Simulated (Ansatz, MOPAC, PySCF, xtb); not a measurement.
Ligands exchanged one at a time, Si SiH3-C2H5. All species are isolated molecules in the gas phase. One relaxed conformer stands for each flexible species; it need not be the lowest. Strings in code marks are SMILES.

Quantity: redistribution energy (mixed species minus the weighted end members), in kcal/mol. Semi-empirical values (MOPAC) are differences of heats of formation.

Level 1: frozen-core MP2/6-31G* // PBE-D3(BJ)/def2-SVP (PySCF)
Level 2: HF/cc-pVDZ // PBE-D3(BJ)/def2-SVP (Ansatz, a program for electronic structure)
Level 3: AM1 // PBE-D3(BJ)/def2-SVP (MOPAC)
Level 4: GFN2-xTB (xtb)

| species | level 2 | level 3 | level 4 |
|---|---|---|---|
| 2 of 4 SiH3 replaced by C2H5: `[SiH3][Si]([SiH3])(CC)CC` (C–C–Si–Si torsion -60°, Si–Si–C–C torsion 176°) | 4.07 | 9.38 | -2.14 |
| 1 of 4 SiH3 replaced by C2H5: `[SiH3][Si]([SiH3])([SiH3])CC` (C–C–Si–Si torsion 60°) | 3.29 | 7.02 | -1.38 |
| 3 of 4 SiH3 replaced by C2H5: `[SiH3][Si](CC)(CC)CC` | 2.71 | 6.93 | -1.34 |

Q: What does level 1 give for each, and how far do the other levels lie from it on average?

A: 
- 2 of 4 SiH3 replaced by C2H5: `[SiH3][Si]([SiH3])(CC)CC` (C–C–Si–Si torsion -60°, Si–Si–C–C torsion 176°): 4.03
- 1 of 4 SiH3 replaced by C2H5: `[SiH3][Si]([SiH3])([SiH3])CC` (C–C–Si–Si torsion 60°): 3.31
- 3 of 4 SiH3 replaced by C2H5: `[SiH3][Si](CC)(CC)CC`: 2.58
Mean absolute difference from level 1, which has limits of its own, over these rows (drawn at random from the members that have all these levels): level 2 0.06 kcal/mol, level 3 4.47 kcal/mol, level 4 4.93 kcal/mol.
